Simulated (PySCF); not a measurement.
# Bond dissociation energies of methyltrichlorosilane

System: `C[Si](Cl)(Cl)Cl` (CH3Cl3Si). Optimised structure (Å), atoms numbered from 1:
```
C    -0.9736   -0.3452    0.1769
Si    0.7389    0.2659   -0.1439
Cl    1.5980   -0.7606   -1.6992
Cl    0.7225    2.2599   -0.6313
Cl    1.9089    0.0110    1.5225
H    -0.9464   -1.4137    0.4379
H    -1.4221    0.2140    1.0113
H    -1.5974   -0.2124   -0.7193
```

Computed at M06-2X/def2-TZVP // PBE0-D3(BJ)/def2-SVP with PySCF (density fitting, grid level 3). Zero-point and thermal terms (298.15 K, 1 bar) come from unscaled PBE0-D3(BJ)/def2-SVP harmonic frequencies, with soft modes damped to free rotors in the entropy.

```csv
bond,r / Å,radicals,BDE(298 K) / kJ/mol,BDFE / kJ/mol,D₀ / kJ/mol,Dₑ / kJ/mol
C1–Si2,1.846,CH3• + Cl[Si](Cl)Cl,385,336,380,401
C1–H,1.100,[CH2][Si](Cl)(Cl)Cl + H•,425,385,419,455
Si2–Cl3,2.052,C[Si](Cl)Cl + Cl•,464,418,461,468
```

Homolysis to relaxed radicals in the gas phase; the table need not hold every single bond outside rings.

Weakest of these: C1–Si2 (385 kJ/mol); strongest: Si2–Cl3 (464 kJ/mol).

Note: spin-orbit coupling is left out of the energies, which matters for open shells on the heavier atoms.
